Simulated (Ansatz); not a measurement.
Ansatz (an electronic-structure program) input:

Ansatz 0.2 input:
```yaml
crystal:
  periodic: [false, false, false]
  atoms:
    - {symbol: Nb, position_ang: [0.17153668, -0.14984206, 0.18304385]}
    - {symbol: O, position_ang: [0.61028280, 0.54759419, -1.31895152]}
    - {symbol: O, position_ang: [-1.48940826, 0.22034638, 0.38085181]}
basis:
  gaussian:
    orbitals: def2-TZVPD
hamiltonian:
  xc: {name: B2PLYP}
magnetization: {spin_polarized: true, initial_magnetization: 1}
correlation: {electrons: outside_noble_gas}
```

Problem. Predict the final energy.

Solution. -207.29380 Eh (B2PLYP/def2-TZVPD). The basis has 120 functions.

The spin state was set by rule; other spins were not relaxed.
